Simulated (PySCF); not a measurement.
## Identify the compound

An unknown has the formula CH6F4OSi3. Its calculated NMR data are:

¹H NMR (400 MHz, computed): δ 5.78 (m, 2H), 5.77 (m, 2H), 4.88 (m, 2H).

¹³C{¹H} NMR (computed): δ 138.1 (C).

- NMR shieldings at PBE0/pcSseg-1/GIAO
- geometry: GFN2-xTB
- code: PySCF 2.14.0 with density-fitted response routines
- in vacuum, no relativistic terms, a single conformation, averaged over atoms made equivalent by symmetry, fast rotation or ring inversion

Shifts are taken against calculated references (same method and geometry level): ¹H (σref 31.72), ¹³C (σref 186.93) vs TMS.

Problem. What is the structure?

Solution. 
Rings plus π bonds: 0. Carbon types of the structure: 1 × C, leaving 6 H on heteroatoms. δC 138.1: CF3 carbon; 3 electronegative neighbours deshield it. δH 5.78: hydrogen on a silicon bonded to F, Si. δH 5.77: hydrogen on a silicon bonded to O, Si. δH 4.88: hydrogen on a silicon bonded to C, O.

Structure: SMILES FC([SiH2]O[SiH2][SiH2]F)(F)F.

The data come from this structure; uniqueness wasn't tested.

Splittings by ¹⁹F in the carbon and heteronuclear signals aren't shown, as no couplings were computed. Shifts are as computed. Against solution values, carbons near 30 ppm lie about +3 ppm off and those near 130 ppm about +5 ppm. Of 1309 compounds with measured shifts, 239 miss one by over three times the rms of a fit or turn the order of signals round; such compounds aren't used in these exercises. Multiplicities follow the n + 1 count of equivalent neighbours, as no J values were calculated; m marks all less simple cases, F and P coupling included.
